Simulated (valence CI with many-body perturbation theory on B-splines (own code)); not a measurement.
## Ir63+: electric-dipole lines

Level of theory: configuration interaction combined with many-body perturbation theory (CI+MBPT): four valence electrons over a frozen Dirac-Fock core [Ne], a basis of 11 s, 11 p, 10 d, 8 f, 5 g, 2 h functions for each j, with the one-electron correlation potential Σ1, the two-electron term Σ2, the three-electron term Σ3, Breit, model QED; selected CI, second order for the rest, scaled by the run's own slope (own B-spline code, finite nucleus).

No measured spectrum was set against this ion. As an estimate, large intervals hold to a few tenths of a per cent, small ones and those within an open d or f shell to about a per cent. Among the levels kept, up to 600 cm⁻¹ of a level comes from second order outside the variational space, and about a tenth of that is noise between levels of different J, which matters for small intervals.

Lines 201 to 250 of 575 in falling wavelength, among levels below 2006.4 eV, chosen from the strongest by gf and those to the six lowest levels. Wavelengths and rates use the calculated energies. Electric multipoles are in the length gauge, E1 and E2 with the static RPA response of the core. Weak lines are less certain than strong ones. Lines between different terms over intervals too small for the method are left out, as are lines whose strength nearly cancels. The highest levels of a list are the least certain.

Levels are named by their leading jj configuration (3d3/2^4 stands for four electrons in 3d with j = 3/2), which in mixed levels can hold well under half, so a name can repeat and another be missing. Letters in brackets count levels of one name in rising energy.

```
λ vac (Å)                           Upper                           Lower   A (s⁻¹)  S (a.u.)
    34.63  (3s 3p1/2 3d3/2 3d5/2) J=1 [a]  (3s 3p1/2 3p3/2 3d3/2) J=0 [a]  2.14e+11  1.32e-02
    34.47          (3s^2 3p3/2 3d5/2) J=3              (3s^2 3p3/2^2) J=2  7.34e+11  1.04e-01
    34.47  (3s 3p1/2 3d3/2 3d5/2) J=4 [c]  (3s 3p1/2 3p3/2 3d3/2) J=3 [b]  2.66e+11  4.84e-02
    34.42           (3p1/2^2 3d5/2^2) J=2       (3p1/2^2 3p3/2 3d5/2) J=2  2.88e+11  2.90e-02
    34.26          (3s 3p1/2 3d5/2^2) J=5      (3s 3p1/2 3p3/2 3d5/2) J=5  1.68e+11  3.68e-02
    34.26      (3s 3p1/2 3d5/2^2) J=2 [a]  (3s 3p1/2 3p3/2 3d5/2) J=2 [a]  4.70e+11  4.66e-02
    34.21  (3s 3p1/2 3p3/2 3d5/2) J=4 [c]          (3s 3p1/2 3p3/2^2) J=3  2.70e+11  4.81e-02
    34.20       (3p1/2^2 3d3/2 3d5/2) J=2       (3p1/2^2 3p3/2 3d3/2) J=2  8.62e+10  8.51e-03
    34.12  (3s 3p1/2 3p3/2 3d5/2) J=3 [b]      (3s 3p1/2 3p3/2^2) J=2 [a]  1.27e+11  1.74e-02
    34.08              (3s^2 3d5/2^2) J=2          (3s^2 3p3/2 3d5/2) J=2  5.46e+11  5.33e-02
    34.06              (3s^2 3d5/2^2) J=4          (3s^2 3p3/2 3d5/2) J=4  2.01e+11  3.53e-02
    34.06          (3s 3p1/2^2 3d5/2) J=2          (3s 3p1/2^2 3p3/2) J=2  5.89e+10  5.74e-03
    33.95      (3s 3p3/2^2 3d5/2) J=3 [c]                (3s 3p3/2^3) J=2  6.33e+11  8.56e-02
    33.93      (3s 3p3/2^2 3d5/2) J=2 [b]                (3s 3p3/2^3) J=2  2.21e+11  2.13e-02
    33.75      (3s 3p1/2 3d5/2^2) J=3 [a]  (3s 3p1/2 3p3/2 3d5/2) J=3 [a]  1.17e+11  1.56e-02
    33.66      (3s 3p1/2 3d5/2^2) J=1 [a]  (3s 3p1/2 3p3/2 3d5/2) J=1 [a]  2.26e+11  1.27e-02
    33.45  (3s 3p1/2 3d3/2 3d5/2) J=3 [b]  (3s 3p1/2 3p3/2 3d3/2) J=3 [a]  7.48e+10  9.67e-03
    33.44      (3s 3p1/2 3d5/2^2) J=4 [a]  (3s 3p1/2 3p3/2 3d5/2) J=4 [a]  2.00e+11  3.32e-02
    32.71  (3s 3p1/2 3p3/2 3d5/2) J=3 [c]      (3s 3p1/2 3p3/2^2) J=2 [a]  1.45e+11  1.75e-02
    22.04      (3s 3p3/2^2 3d5/2) J=4 [a]          (3s^2 3p3/2 3d5/2) J=3  4.58e+11  2.18e-02
    21.81       (3p1/2 3p3/2^2 3d5/2) J=3  (3s 3p1/2 3p3/2 3d5/2) J=2 [d]  2.57e+11  9.22e-03
    21.50          (3s 3p3/2^2 3d5/2) J=0          (3s^2 3p3/2 3d5/2) J=1  1.02e+12  5.01e-03
    21.50       (3p1/2 3p3/2^2 3d5/2) J=3  (3s 3p1/2 3p3/2 3d5/2) J=2 [c]  2.94e+11  1.01e-02
    21.49  (3s 3p1/2 3p3/2 3d3/2) J=2 [a]          (3s^2 3p1/2 3d3/2) J=2  2.33e+10  5.71e-04
    21.26      (3s 3p3/2^2 3d3/2) J=1 [a]          (3s^2 3p3/2 3d3/2) J=0  4.47e+11  6.35e-03
    21.25      (3s 3p1/2 3p3/2^2) J=2 [a]          (3s^2 3p1/2 3p3/2) J=2  2.05e+10  4.85e-04
    21.24   (3p1/2 3p3/2^2 3d5/2) J=4 [b]  (3s 3p1/2 3p3/2 3d5/2) J=3 [d]  6.24e+11  2.66e-02
    21.21      (3s 3p3/2^2 3d3/2) J=1 [a]          (3s^2 3p3/2 3d3/2) J=1  3.36e+11  4.75e-03
    21.19  (3s 3p1/2 3p3/2 3d5/2) J=2 [a]          (3s^2 3p1/2 3d5/2) J=2  3.42e+11  8.02e-03
    21.16      (3s 3p3/2^2 3d3/2) J=3 [a]          (3s^2 3p3/2 3d3/2) J=2  6.47e+11  2.12e-02
    21.14      (3s 3p3/2^2 3d3/2) J=2 [a]          (3s^2 3p3/2 3d3/2) J=1  5.19e+11  1.21e-02
    21.13  (3s 3p1/2 3p3/2 3d3/2) J=1 [a]          (3s^2 3p1/2 3d3/2) J=2  2.69e+10  3.76e-04
    20.94          (3s 3p3/2^2 3d5/2) J=5          (3s^2 3p3/2 3d5/2) J=4  7.91e+11  3.94e-02
    20.92  (3s 3p1/2 3p3/2 3d3/2) J=3 [a]          (3s^2 3p1/2 3d3/2) J=2  2.44e+10  7.73e-04
    20.90      (3s 3p1/2 3p3/2^2) J=2 [a]          (3s^2 3p1/2 3p3/2) J=1  7.21e+11  1.63e-02
    20.82   (3p1/2 3p3/2^2 3d5/2) J=4 [a]  (3s 3p1/2 3p3/2 3d5/2) J=3 [c]  1.49e+12  5.99e-02
    20.82   (3p1/2 3p3/2^2 3d3/2) J=1 [a]  (3s 3p1/2 3p3/2 3d3/2) J=1 [c]  9.75e+11  1.30e-02
    20.79      (3s 3p3/2^2 3d5/2) J=4 [a]          (3s^2 3p3/2 3d5/2) J=4  6.62e+11  2.64e-02
    20.78   (3p1/2 3p3/2^2 3d3/2) J=1 [b]  (3s 3p1/2 3p3/2 3d3/2) J=0 [b]  3.93e+11  5.23e-03
    20.77       (3p1/2 3p3/2^2 3d5/2) J=5  (3s 3p1/2 3p3/2 3d5/2) J=4 [c]  1.24e+12  6.05e-02
    20.74       (3p1/2 3p3/2^2 3d5/2) J=3  (3s 3p1/2 3p3/2 3d5/2) J=3 [c]  5.20e+11  1.60e-02
    20.71  (3s 3p1/2 3p3/2 3d3/2) J=2 [b]          (3s^2 3p1/2 3d3/2) J=2  6.73e+10  1.48e-03
    20.68          (3s 3p3/2^2 3d3/2) J=4          (3s^2 3p3/2 3d3/2) J=3  1.45e+12  5.69e-02
    20.67  (3s 3p1/2 3p3/2 3d3/2) J=2 [a]          (3s 3p1/2^2 3p3/2) J=1  3.16e+11  6.90e-03
    20.65   (3p1/2 3p3/2^2 3d5/2) J=4 [b]  (3s 3p1/2 3p3/2 3d5/2) J=4 [c]  3.76e+11  1.47e-02
    20.63   (3p1/2 3p3/2^2 3d3/2) J=1 [b]  (3s 3p1/2 3p3/2 3d3/2) J=1 [d]  4.19e+11  5.44e-03
    20.61       (3p1/2 3p3/2^2 3d3/2) J=0  (3s 3p1/2 3p3/2 3d3/2) J=1 [c]  2.55e+12  1.10e-02
    20.60   (3p1/2 3p3/2^2 3d3/2) J=1 [a]  (3s 3p1/2 3p3/2 3d3/2) J=1 [b]  3.88e+11  5.02e-03
    20.56          (3s 3p1/2 3p3/2^2) J=3          (3s^2 3p1/2 3p3/2) J=2  5.00e+11  1.50e-02
    20.55   (3p1/2 3p3/2^2 3d3/2) J=2 [c]  (3s 3p1/2 3p3/2 3d3/2) J=1 [d]  8.23e+11  1.76e-02
```
